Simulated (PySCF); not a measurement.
**I, SMILES `[I]` (charge 0, multiplicity 2)**

Method: ωB97X-D3(BJ)/def2-TZVP in PySCF.

* **highest occupied spin orbital**: -10.26 eV
* **dipole moment**: 0.00 D
* **total energy**: -8102.61 eV
* **cost**: roughly 1.5 core-seconds

Bond lengths (Å): .
Charge 0, spin multiplicity 2.
